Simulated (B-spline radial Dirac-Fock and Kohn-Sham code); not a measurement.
## Electron momentum distribution of Sb¹³⁺: Compton profiles

System: antimony as Sb¹³⁺ in the configuration [Kr] 4d2.

Level of theory: the impulse approximation on relativistic Hartree-Fock (Dirac-Fock) wave functions, averaged over the configuration; a B-spline atomic structure program. pz is in atomic units of momentum; subshell profiles are per electron, for a selection of subshells; open shells are spread over both j values by their weights.

```tsv
pz	J total	J 2p1/2	J 3s1/2	J 3p3/2	J 4d5/2
0	3.520	0.0285	0.132	0.0809	0.142
0.2	3.510	0.0285	0.132	0.0809	0.142
0.3	3.498	0.0285	0.131	0.0809	0.142
0.4	3.482	0.0285	0.130	0.0809	0.142
0.5	3.460	0.0285	0.129	0.0809	0.142
0.6	3.434	0.0285	0.128	0.0809	0.142
0.8	3.367	0.0285	0.125	0.0808	0.142
1	3.280	0.0285	0.122	0.0807	0.141
1.2	3.174	0.0285	0.117	0.0806	0.141
1.4	3.052	0.0285	0.112	0.0803	0.139
1.6	2.915	0.0285	0.107	0.0799	0.136
1.8	2.769	0.0285	0.101	0.0794	0.132
2	2.617	0.0284	0.0952	0.0787	0.126
2.5	2.243	0.0284	0.0795	0.0761	0.105
3	1.918	0.0284	0.0640	0.0722	0.0796
4	1.480	0.0282	0.0379	0.0607	0.0347
5	1.221	0.0279	0.0210	0.0464	0.0123
7	0.8408	0.0267	0.00971	0.0210	0.00437
10	0.4616	0.0234	0.00877	0.00487	0.00361
15	0.2022	0.0156	0.00338	0.00273	0.00108
20	0.1040	0.00889	0.000703	0.00207	0.000266
30	0.03548	0.00243	0.000270	0.000573	2.01e-05
40	0.01528	0.000679	0.000204	0.000141	2.30e-06
60	0.004015	7.72e-05	6.25e-05	1.27e-05	< 1e-6
100	0.0005330	3.69e-06	7.15e-06	< 1e-6	< 1e-6
```

J(0) = 3.520. The 4p3/2 subshell gives the largest part, 21 %.

Mean momentum ⟨p⟩ by subshell (a.u.): 1s1/2 46.9, 2s1/2 16.6, 2p1/2 22.2, 2p3/2 21.1, 3s1/2 8.08, 3p1/2 9.65, 3p3/2 9.33, 3d3/2 11.1, 3d5/2 10.9, 4s1/2 4.10, 4p1/2 4.57, 4p3/2 4.46, 4d3/2 4.85, 4d5/2 4.81.

Values without a named source are computed, but for edge energies of neutral atoms, which are taken from tables.
